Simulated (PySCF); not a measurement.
# Computed records: CH₆BGe

Computed with PySCF 2.14.0. Calculation on a computer-drawn molecule: the log of a Hartree-Fock and frozen-core CCSD(T) single point meant for a local Hartree-Fock minimum, with one planted fault or none, to be diagnosed. Offsets are logged minus clean, where the clean run is the same molecule without the fault. The reference is restricted for singlets and unrestricted otherwise, and also for a bond in bohr or an excited solution. Adding or removing an electron swaps singlet and doublet. The excited solution moves the top pair (singlet) or top alpha electron (doublet) to the lowest empty orbital. Highest occupied and lowest empty are orbital energies over both spins, largest force is the largest gradient component, triples share is (T) over the correlation energy, the T1 limit is 0.02 restricted and 0.045 unrestricted, electrons count all cores, a negative frequency is imaginary (commonest isotopes), and the dipole is about the centre of nuclear charge; on germanium a core potential holds 10 electrons, which the energies leave out, and 3d is frozen in MP2 and coupled-cluster steps.

CH₆BGe

Logged structure:
```xyz
9
CH6BGe
C      1.3656     1.8680    -0.4948
B      0.4394     0.7043    -0.0494
Ge     0.1212     0.2301     1.9828
H      1.6273     2.6129     0.2551
H      2.2977     1.3817    -0.8257
H      0.9602     2.3615    -1.3816
H     -0.1295    -0.0473    -0.7798
H     -1.0392     0.7693     2.8043
H      1.0027    -0.7112     2.7882
```

| Property | Result |
| --- | --- |
| meant charge | 1 |
| meant multiplicity | 1 |
| meant basis | cc-pVDZ |
| meant basis and core potential on germanium | cc-pVDZ-PP ECP10MDF |
| logged electrons | 48 |
| logged basis functions | 81 |
| logged SCF converged | yes |
| logged spin squared | 0 |
| logged highest occupied | -16.726 eV |
| logged lowest empty | -5.5944 eV |
| logged largest force | 1.126e-05 hartree/bohr |
| logged lowest frequency | 78.39 cm⁻¹ |
| logged T1 diagnostic | 0.012225 |
| logged D1 diagnostic | 0.030625 |
| logged triples share | 0.02591 |
| logged CC converged | yes |
| logged dipole magnitude | 0.55205 debye |
| logged SCF stable within its kind | yes |
| logged energy HF | -359.13201 hartree |
| logged energy CCSD(T) | -359.48812 hartree |
| possible faults | no fault, one electron removed, one electron added, multiplicity raised by two, geometry at a saddle point, SCF held on an excited solution, minimal basis STO-3G, one bond length entered in bohr, all coordinates scaled |
| planted fault | no fault |
| HF energy offset from clean run | 0 kcal/mol |
| CCSD(T) energy offset from clean run | 0 kcal/mol |

Drawn bonds:
```tsv
atom	other atom	order
1	2	1
2	3	1
1	4	1
1	5	1
1	6	1
2	7	1
3	8	1
3	9	1
```
